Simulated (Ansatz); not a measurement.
**Interaction energy ladder**

The pair of Cl⁻ (SMILES [Cl-], atom 1) and H2O2 (SMILES OO, atoms 2–5), both closed shells, in one local arrangement (a lower one may exist), relaxed at PBE0-D4/def2-TZVPD:

```csv
atom,x (Å),y (Å),z (Å)
Cl1,-0.0360,0.2181,-1.9476
O2,-0.0077,0.6054,1.0508
O3,0.0435,-0.8228,0.8899
H4,-0.0315,0.8807,0.1027
H5,0.0316,-0.8814,-0.0958
```

Computed with Ansatz 0.2.0 (basis: def2-TZVPPD, with def2-QZVPPD for the basis limit); correlated methods freeze the cores. B3LYP uses VWN-RPA correlation. Extrapolation: Hartree–Fock as exp(−7.88 √X), correlation as X^−2.97. Interaction energies count from these two fragments, frozen as in the pair, with the counterpoise correction; negative means bound.

(1) What is the interaction energy by CCSD(T) at an estimated basis limit (MP2 extrapolated from triple and quadruple zeta, plus CCSD(T) − MP2 in triple zeta)? (Judge from chemistry; the value comes from the calculation.)

The T1 diagnostic stays at or below 0.013.

## Answers

(1) The calculation gives: -136.9 kJ/mol. Hartree–Fock alone gives -116.0 kJ/mol at the basis limit. It counts from the two fragments frozen as in the pair.

The same quantity by other methods in triple zeta, and each one's difference from that estimate:
```
   method  E_int (kJ/mol)  difference
   PBE-D4          -142.1        -5.2
revPBE-D4          -136.3         0.5
  BLYP-D4          -135.4         1.5
r2SCAN-D4          -142.3        -5.4
   B97M-V          -134.0         2.9
  PBE0-D4          -142.0        -5.2
 B3LYP-D4          -137.7        -0.8
 HSE06-D4          -141.8        -4.9
  wB97X-V          -137.3        -0.4
  wB97M-V          -136.7         0.2
   B2PLYP          -132.7         4.2
       HF          -115.8        21.0
      MP2          -134.1         2.8
     CCSD          -127.9         9.0
  CCSD(T)          -130.9         6.0
```
Differences are method less estimate.

Energy to bend the free fragments (PBE0-D4 minima) into their shapes in the pair, CCSD(T)/def2-TZVPPD: H2O2 38.2 kJ/mol. This must be added to the interaction energy to get the binding energy from relaxed fragments.

Basis-set superposition shift (counterpoise-corrected less uncorrected): CCSD(T) 6.1; MP2 5.7; HF 0.3; PBE0-D4 0.5; wB97M-V 0.5 kJ/mol.

For scale, one of the runs: CCSD(T)/def2-TZVPPD, 165 basis functions, launched by `ansatz run in.yaml --threads 2 --pin off --events-out ev --progress --plain --max-ram 5222MiB`. Time: 12 s of wall clock on 2 CPU threads of an AMD EPYC 9R45; the host was shared. Peak host memory: 1.3 GiB.
